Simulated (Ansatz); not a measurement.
Reaction (redistribution): `[SiH3][AlH][Br]` + `CN(C)B[SiH3]` → `CN([SiH3])B[SiH3]` + `[CH3][AlH][Br]`

Program: Ansatz. Geometries: PBE0-D4/def2-TZVP. ΔE: electronic, gas phase. CCSD(T)/CBS is the MP2 limit (def2-TZVPP, def2-QZVPP) plus CCSD(T) − MP2 in def2-TZVPP, frozen cores. DFT in def2-TZVPP. B3LYP here is the variant with VWN-RPA as its local correlation; programs differ in this. For Br outer-core shells are correlated without core-valence functions, which leaves a few kJ/mol of doubt a bond. Scalar relativity is left out up to krypton. One conformer a species, not always the lowest.

```
             level  ΔE (kJ/mol)  difference from CCSD(T)/CBS
            PBE-D4        -73.1                         20.6
         r2SCAN-D4        -89.6                          4.1
           PBE0-D4        -78.9                         14.8
          B3LYP-D4        -90.8                          2.9
           ωB97X-V        -88.9                          4.8
           ωB97M-V       -100.5                         -6.8
            B2PLYP        -93.1                          0.6
               PBE        -70.0                         23.7
            r2SCAN        -88.9                          4.8
              PBE0        -76.3                         17.4
             B3LYP        -85.7                          8.0
     HF/def2-TZVPP        -96.8                         -3.1
    MP2/def2-TZVPP       -103.4                         -9.7
SCS-MP2/def2-TZVPP        -99.8                         -6.1
   CCSD/def2-TZVPP        -91.4                          2.3
CCSD(T)/def2-TZVPP        -90.6                          3.1
     HF/def2-QZVPP        -98.2                         -4.5
    MP2/def2-QZVPP       -105.7                        -12.0
SCS-MP2/def2-QZVPP       -102.1                         -8.4
      HF/CBS(def2)        -98.4                         -4.7
     MP2/CBS(def2)       -106.6                        -12.9
    CCSD/CBS(def2)        -94.6                         -0.9
       CCSD(T)/CBS        -93.7                            0
```

Largest T1 diagnostic among the species: 0.013.

The D4 term adds −5.2 kJ/mol with B3LYP and −2.7 kJ/mol with PBE0; it sums over pairs of atoms, weighted by their polarisabilities, and B3LYP, whose exchange is more repulsive, gets the larger term. From PBE to PBE0 (25 % exact exchange), in def2-TZVPP and without D4, ΔE moves by −6.3 kJ/mol.
